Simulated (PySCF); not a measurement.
Zr(Cl)2(OH)(NH2) (Cl2H3NOZr), SMILES [NH2][Zr]([Cl])([Cl])[OH], multiplicity 1.

Geometry: B3LYP-D3(BJ)/def2-SVP. The multiplicity is an assumed one; no other spin state was optimised. The structure was generated by enumeration; whether it is a known compound was not checked. The def2 effective core potentials stand for the cores of Zr; spin–orbit coupling is left out. One conformer was computed; it need not be the lowest.

Two levels are set side by side: PBE/def2-TZVP (PySCF) and r2SCAN/def2-TZVP (PySCF). Same geometry, gas phase. Differences are taken from unrounded values.

```json
[
 {"quantity": "orbital gap (eV)", "r2SCAN": "4.77"},
 {"quantity": "highest occupied level (eV)", "r2SCAN": "-6.91"},
 {"quantity": "lowest empty level (eV)", "r2SCAN": "-2.14"},
 {"quantity": "dipole moment (D)", "r2SCAN": "3.65"},
 {"quantity": "mean polarisability (bohr³)", "r2SCAN": "77.3"}
]
```

Task: What does PBE give, and how far is it from r2SCAN? (An estimate is asked for; the answer gives what the named calculation found.)

Result: 
| quantity | PBE | PBE minus r2SCAN |
|---|---|---|
| orbital gap (eV) | 4.30 | -0.47 |
| highest occupied level (eV) | -6.59 | 0.32 |
| lowest empty level (eV) | -2.29 | -0.16 |
| dipole moment (D) | 3.59 | -0.06 |
| mean polarisability (bohr³) | 80.1 | 2.9 |

Rough cost on one machine, each run with all the roots and properties that it gave: r2SCAN against PBE about 3 times.
